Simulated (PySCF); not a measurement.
C3H, SMILES [C][C][CH-] (connectivity only; charge and spin as stated), charge -1, multiplicity 1. Atoms are numbered in the order given.

```xyz
4

C      0.1618     1.2194     0.0000
C      0.0069    -0.1135     0.0000
C     -0.0297    -1.3912     0.0000
H     -0.8336     1.7118     0.0000
```
Charge -1, spin multiplicity 1.

Geometry: PBE0-D3(BJ)/def2-TZVPD.

Two levels are set side by side: PBE/pcSseg-2 (PySCF) and HF/pcSseg-2 (PySCF). GIAO shifts against TMS (¹H), TMS (¹³C) at the same level; non-relativistic, no solvent, atoms listed together averaged. Differences are taken from unrounded values.

```csv
quantity,HF
δ(¹³C) of C1 (ppm),1016.4
δ(¹³C) of C2 (ppm),30.0
δ(¹³C) of C3 (ppm),1152.0
δ(¹H) of H4 (ppm),37.30
```

**Question.** What does PBE give, and how far is it from HF? (The exact figures need the calculation; the answer reports its results.)

**Answer.** 
| quantity | PBE | PBE minus HF |
|---|---|---|
| δ(¹³C) of C1 (ppm) | 980.1 | -36.3 |
| δ(¹³C) of C2 (ppm) | 303.6 | 273.6 |
| δ(¹³C) of C3 (ppm) | 1111.1 | -40.9 |
| δ(¹H) of H4 (ppm) | 40.80 | 3.50 |

Rough cost on one machine, each run with all the roots and properties that it gave: HF against PBE within a factor of 2.
